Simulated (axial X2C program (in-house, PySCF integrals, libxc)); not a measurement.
**Testing model relations on KH⁺**

A bond curve at the CCSD(T) level, 2c, was computed with an axial X2C code built on PySCF integrals (basis K dyall-cv3z [11s12p6d3f], H dyall-v3z [6s2p1d] (cores contracted in-house)) for the state Ω = 1/2 (⟨Sz⟩ = 0.50, ⟨Lz⟩ = 0.00 at HF). Its fit gives Re = 3.0575 Å, ωe = 223.0 cm⁻¹, ωexe = 39 cm⁻¹ and αe = 3.172e-01 cm⁻¹; the masses are 38.9637 and 1.0078 u. Two-component means X2C with spin–orbit coupling and atomic mean-field Coulomb and Gaunt terms.

Correlated methods: 9 electrons correlated (number of frozen shells: K 2 s, 1 p; H none), 171 virtual spin orbitals or spinors in MP2, 67 natural virtuals in coupled cluster.

(1) Find the reduced mass, Be and the force constant.

(2) Estimate the centrifugal constant by the Kratzer relation.

(3) A Morse curve ties αe to the other constants (Pekeris). How well does that hold?

(4) Scale the constants to the deuteride (D 2.0141 u) within the Born–Oppenheimer picture.

The state is one determinant whose occupation by symmetry is held fixed; it was picked as the lowest of a PBE0 search that is not exhaustive. Coupled cluster ran in a truncated set of natural virtual spinors; the MP2 energy of the rest was added. (T) has no such correction and the atoms are truncated less, which lowers De at CCSD(T) by a hundredth of an eV or more. Under one Hamiltonian the search converged a single determinant, so lower ones may well exist. The bond is weak, and without diffuse functions and with truncated virtuals even CCSD(T) can be tens of per cent off in De.

Results:

(1) From the CCSD(T) values: μ = 0.9824 u. Be = 16.8576/(μ Re²) = 1.836 cm⁻¹. k = 5.8918×10⁻⁷ μ ωe² = 0.0288 mdyn/Å.

(2) D = 4Be³/ωe² = 4.97e-04 cm⁻¹.

(3) αe(Morse) = 6Be²/ωe × (√(ωexe/Be) − 1) = 3.272e-01 cm⁻¹; the CCSD(T) curve gives 3.172e-01 cm⁻¹, a ratio of 1.03.

(4) ρ = √(μH/μD) = 0.7162; ωe = 159.7, ωexe = 20, Be = 0.9416 cm⁻¹; the zero-point energy falls by 27 cm⁻¹.
